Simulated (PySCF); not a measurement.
Sb(F)2(Et) (C2H5F2Sb), SMILES C[CH2][Sb]([F])[F].

Geometry optimised at PBE0-D3(BJ)/def2-SVP. The structure was generated by enumeration; whether it is a known compound was not checked. The def2 effective core potentials stand for the cores of Sb; spin–orbit coupling is left out. One conformer was computed; it need not be the lowest.

Method: PySCF with IEF-PCM-ωB97X/def2-SVP.

The values are the electrostatic part of the solvation free energy, E(continuum) − E(gas) at the gas-phase geometry, in a cavity of scaled van der Waals radii (PySCF's table); cavitation and dispersion terms are not included. A continuum can't describe solvent molecules that bind to the metal. In vacuum the orbital gap is 10.65 eV. The dipole moment in vacuum is 3.49 D.

```csv
solvent,ε,ΔG(elec) (kcal/mol),dipole (D),gap (eV)
water,78.36,-7.0,4.56,10.72
acetonitrile,35.69,-6.8,4.53,10.72
chloroform,4.71,-4.9,4.21,10.70
```
